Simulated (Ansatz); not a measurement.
`[F][Cd][O][SiH3]` + `N[Si](O)(Cl)Cl` → `[NH2][Cd][F]` + `O[Si](Cl)(Cl)O[SiH3]`  (redistribution)

Isolated molecules relaxed with PBE0-D4/def2-TZVP in Ansatz; ΔE leaves out vibrations. CCSD(T)/CBS adds triple-zeta CCSD(T) − MP2 to the extrapolated MP2 energy (def2 sets, frozen cores). This one scheme is used for every species. Functionals use def2-TZVPP. Elements past krypton have def2 core potentials. For Cd outer-core shells are correlated without core-valence functions, which leaves a few kJ/mol of doubt a bond. Each species was taken in one conformer, which may not be the lowest.

```tsv
level	ΔE (kJ/mol)
PBE	-32.3
MP2/def2-QZVPP	-37.2
```

(1) What does CCSD(T)/CBS give? (Estimate.)

Largest T1 diagnostic among the species: 0.016.

Answers

(1) Ansatz gave: -34.3 kJ/mol. The listed levels differ from it by 2.0, -2.9 kJ/mol.

In def2-TZVPP, CCSD(T) changes the Hartree–Fock value by −7.8 kJ/mol (the triples alone add −0.8 kJ/mol) and MP2 by −10.9 kJ/mol.
